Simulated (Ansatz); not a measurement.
Calculated with Ansatz (gas phase, PBE0-D4/def2-TZVP geometries, no zero-point term in ΔE). CCSD(T)/CBS adds triple-zeta CCSD(T) − MP2 to the extrapolated MP2 energy (def2 sets, frozen cores). This one scheme is used for every species. DFT in def2-TZVPP. B3LYP here is the variant with VWN-RPA as its local correlation; programs differ in this. For Ge outer-core shells are correlated without core-valence functions, which leaves a few kJ/mol of doubt a bond. Scalar relativity is left out up to krypton. One conformer a species, not always the lowest.

`[OH][GeH]([OH])[OH]` + `CC` → `C[CH2][GeH]([OH])[OH]` + H₂O  (formal exchange of groups at a Ge–O bond)

Problem. Is it downhill or uphill in electronic energy at CCSD(T)/CBS, and by how much? (An estimate is asked.)

Solution. The calculation gave: Uphill: ΔE = +12.9 kcal/mol.

Problem. What do these levels give: PBE0-D4, PBE0, B3LYP, MP2/def2-TZVPP, SCS-MP2/def2-TZVPP, CCSD/CBS(def2)? (Estimate.)

Solution. Computed: PBE0-D4 13.5, PBE0 14.5, B3LYP 16.6, MP2/def2-TZVPP 14.1, SCS-MP2/def2-TZVPP 15.4, CCSD/CBS(def2) 13.4 kcal/mol.

Largest T1 diagnostic among the species: 0.012.

In def2-TZVPP, CCSD(T) changes the Hartree–Fock value by −5.3 kcal/mol (the triples alone add −0.4 kcal/mol) and MP2 by −5.6 kcal/mol. The D4 term adds −1.7 kcal/mol with B3LYP and −1.0 kcal/mol with PBE0; it sums over pairs of atoms, weighted by their polarisabilities, and B3LYP, whose exchange is more repulsive, gets the larger term.
